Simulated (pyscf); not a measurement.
Optimised with ωB97X-D3(BJ)/def2-SVP in PySCF.

Problem. What is the homolytic dissociation enthalpy (298 K, ωB97M-D3(BJ)/def2-TZVP) of the Ga–Ga bond of H₂Ga–PH–GaH–GaH₂, to [HGa–PH–GaH₂]• + GaH₂•?

Solution. Ga–Ga to [HGa–PH–GaH₂]• + GaH₂•: 2.61 eV. The 7 functionals that were run give +2.42 (M06-2X) to +2.95 eV (ωB97X-D3(BJ)). The radicals are drawn with the spin at the cut bond; how far it spreads was not checked. H₂Ga–PH–GaH–GaH₂ may be a fragile minimum: a first optimisation, from another start, lost the drawn bonds. Other isomers of [HGa–PH–GaH₂]• were not searched in full and may lie lower. Elements up to Kr have no core potential and no relativistic terms here.
